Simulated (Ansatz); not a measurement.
Ideal-gas functions of H₄SSiTe, SMILES `S[SiH2][TeH]` at 600 K and 1 bar, from an Ansatz frequency run at PBE0-D4/def2-TZVP.

Molar mass 191.79 g/mol, point group C1 (symmetry number 1), electronic degeneracy 1, moments of inertia 51.32, 432.694, 474.3 u Å². Harmonic wavenumbers (cm⁻¹, unscaled): 77, 129, 240, 339, 466, 517, 566, 625, 759, 842, 935, 2150, 2226, 2243, 2707.

Use S(trans) = R[1.5 ln M + 2.5 ln T − 1.1517]; rotational temperatures θ = 24.2544 K / I; S(rot) = R[ln(√π/σ · √(T³/θAθBθC)) + 1.5]; for each mode x = 1.438777 ν̃/T, S = R[x/(eˣ − 1) − ln(1 − e⁻ˣ)] and H = RT x/(eˣ − 1); 1 cm⁻¹ = 0.0119627 kJ/mol; R = 8.31446 J/(mol·K).

Problem. By hand: the entropy, in J/(mol·K).

Solution. Translation 188.9. Rotation: θ = 0.4726, 0.0561, 0.0511 K, giving 124.5. Vibration, mode by mode: 22.37, 18.10, 13.02, 10.26, 7.81, 7.04, 6.38, 5.69, 4.40, 3.75, 3.15, 0.30, 0.25, 0.25, 0.09, in all 102.9. Electronic 0.0. Sum 416.3 J/(mol·K).

Problem. By hand: H − E and G − E in kJ/mol, counted from the electronic energy.

Solution. Zero-point energy ½ × 14821 × 0.0119627 = 88.6; thermal vibration 30.5; translation, rotation and pV give 4 RT = 20.0. H − E = 139.1 kJ/mol, and G − E = 139.1 − 600 × 416.3/1000 = -110.7 kJ/mol.

Vibration gives 25 % of the entropy, 40.5 J/(mol·K) of it from the modes under 150 cm⁻¹: soft modes count most, and the harmonic formula is weakest for them. The sum counts one conformer and one mirror image; others add a mixing term.
